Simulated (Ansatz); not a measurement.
Stepwise reaction of `C#[C][Ge]([CH3])([F])[F]` with hydrogen, as a gas-phase model of exchange steps in deposition or etching. ΔE in kJ/mol; ΔG adds harmonic PBE0-D4 terms to CCSD(T)/CBS, at 1 bar.

Computed with Ansatz on PBE0-D4/def2-TZVP structures; ΔE is electronic, products minus reactants. CCSD(T)/CBS is the MP2 limit (def2-TZVPP, def2-QZVPP) plus CCSD(T) − MP2 in def2-TZVPP, frozen cores. This one scheme is used for every species. Functionals use def2-TZVPP. B3LYP here is the variant with VWN-RPA as its local correlation; programs differ in this. For Ge outer-core shells are correlated without core-valence functions, which leaves a few kJ/mol of doubt a bond. Scalar relativity is left out up to krypton.

```tsv
step	reaction	PBE-D4	B3LYP-D4	ωB97M-V	CCSD(T)/CBS	ΔG(400 K)
2	`C#[C][GeH]([CH3])[F]` + H₂ → `C#[C][GeH2][CH3]` + H–F	46.0	51.2	49.7	43.2	45.4
```

Question: Give the row of step 1, `C#[C][Ge]([CH3])([F])[F]` + H₂ → `C#[C][GeH]([CH3])[F]` + H–F. (Estimate.)

Answer: The calculation gave: 
```
step                                                        reaction  PBE-D4  B3LYP-D4  ωB97M-V  CCSD(T)/CBS  ΔG(400 K)
   1  `C#[C][Ge]([CH3])([F])[F]` + H₂ → `C#[C][GeH]([CH3])[F]` + H–F    55.1      59.4     58.7         52.8       54.7
```

Question: By hand: ΔE of the 2 steps together at CCSD(T)/CBS.

Answer: (52.8) + (43.2) = 96.0 kJ/mol, or 48.0 kJ/mol a step.

In ΔE each step is lower than the one before. All are uphill at CCSD(T)/CBS. ΔG lies between 45.4 and 54.7 kJ/mol a step. PBE-D4 differs from CCSD(T)/CBS by 2.3 to 2.8 kJ/mol a step. Only this route is followed, and other bonds may react first. Isolated molecules leave out the surface, adducts and barriers. Largest T1 diagnostic: 0.012.
